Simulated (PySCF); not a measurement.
Molecule: SMILES [AlH]([GeH3])[GeH3] (H₇AlGe₂). Atoms near the plane z = 0.0 Å, at the B3LYP/def2-SVP optimised geometry (x, y, z in Å): Al1 (-0.4, 1.0, 0.0), Ge2 (2.1, 1.0, 0.0), H3 (2.7, 2.4, -0.2), Ge6 (-1.7, -1.1, 0.0), H8 (-0.9, -2.4, 0.0), H10 (-1.2, 2.4, 0.0).

Method: B3LYP/def2-TZVP (PySCF). Cells within 0.4 Å of a nucleus heavier than hydrogen are left out (blank, or x). The values are rescaled to run from 0 to 1.

```
|4444444444444444444445555555554|
|4444444444444444444445555555555|
|4444444444444444444455555555555|
|4444455444444444444455555555555|
|4445555544444444444455555555555|
|4455555554444444444455555555555|
|4555555555444444444445566555555|
|5555555555544444334445677655555|
|5555555555554443333345687665555|
|5555555555554433222234677665555|
|5555555555555442111124577665555|
|55555555566654x310003x467665555|
|5555555566776xx410006xx67665555|
|44555555677874x321003x467665555|
|4444555567899864321123566655555|
|4444455568999875433234566655555|
|4444445567999876544344555555555|
|4444444456589876544444555555555|
|444444334xx48765554444555555555|
|444443333xx56665554445555555555|
|4444433223345555555445555555555|
|4444433322334444554445555555555|
|4444443333332344444445555555555|
|4444444433333344444444555555554|
|4444444444443444444444445555444|
|4444444444444444444444444444444|
|4444444444444444444444444444444|
|4444444444444444444444444444444|
|4444444444444444444444444444444|
|4444444444444444444444444444444|
|4444444444444444444444444444444|
```
Scale: ten equal steps from 0.000 (start of '0') to 1.00 (end of '9'), in the order '0123456789'; x runs from -5.00 to 5.00, y from -5.00 (bottom) to 5.00 (top).

Question: Which quantity is mapped?
A. deformation density (molecule minus spherical neutral atoms)
B. log10 of the electron density
C. electron localisation function
D. an orbital amplitude

Answer: D, an orbital amplitude. In full: HOMO amplitude (bohr^(-3/2)).
